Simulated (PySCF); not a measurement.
CH$_{4}$N, doublet, geometry from GFN2-xTB. Base run: CAMB3LYP/def2-SV(P) (PySCF).

Here is a job for PySCF.
```python
from pyscf import gto, scf, dft

mol = gto.Mole()
mol.atom = '''
    C     0.05090308    0.60657921    0.04088531
    N     0.00214245   -0.78641762    0.06273665
    H    -0.95624751    1.05804230    0.01396982
    H    -0.49330169   -1.14841740   -0.75166274
    H     0.58554129    0.96413175    0.92219723
    H     0.54359232    0.99169139   -0.86897269
'''
mol.basis = 'def2-sv(p)'
mol.spin = 1
mol.verbose = 4
mol.symmetry = True
mol.build()

mf = dft.UKS(mol)
mf.xc = 'camb3lyp'
mf.kernel()
mf.analyze()
```

Each row names what was changed in the base input (with any setting that the change needs).

| change | ΔE vs base (eV) | point group used | SCF cycles |
|---|---|---|---|
| base | 0.00 | Cs | 10 |
| irrep_nelec = A':(6, 7) A":(3, 1) | 10.38 | Cs | 13 |
| symmetry = off | 0.00 | C1 | 10 |
| irrep_nelec = A':(8, 7) A":(1, 1) | 7.69 | Cs | 14 |

Open shells are given as the SCF converged; they aren't shown to be the lowest states, and a large step between rows can be another state.
